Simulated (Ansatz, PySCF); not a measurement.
Pair of molecules: H2O (SMILES O) (first 3 atoms) with CH4S (SMILES CS); geometry from B3LYP-D3(BJ)/def2-TZVP, rigid monomers moved along the line of their centres of mass till O1···H9 is 2.52 Å.
(charge 0, multiplicity 1):
```xyz
9

O     -0.03099     0.48259     0.03750
H     -0.75444     0.09814    -0.46915
H      0.77516     0.20624    -0.41158
C     -0.30976     0.77978     4.52589
S     -0.15013    -0.82621     3.67742
H     -1.21709     1.29704     4.22076
H     -0.36851     0.56467     5.59149
H      0.55810     1.40965     4.34141
H     -0.09728    -0.33916     2.42323
```

Counterpoise-corrected where a basis set is named; no monomer relaxation.

Rows in 6-31G* carry no dispersion term and start afresh at each structure (6-31G* with six Cartesian d functions).

The values were computed with Ansatz (a program for electronic structure); PySCF for 6-31G* rows, the dispersion terms. 

### Question
Predict the interaction energy from PBE-D3(BJ)/def2-TZVPPD.

### Answer
-10 kJ/mol
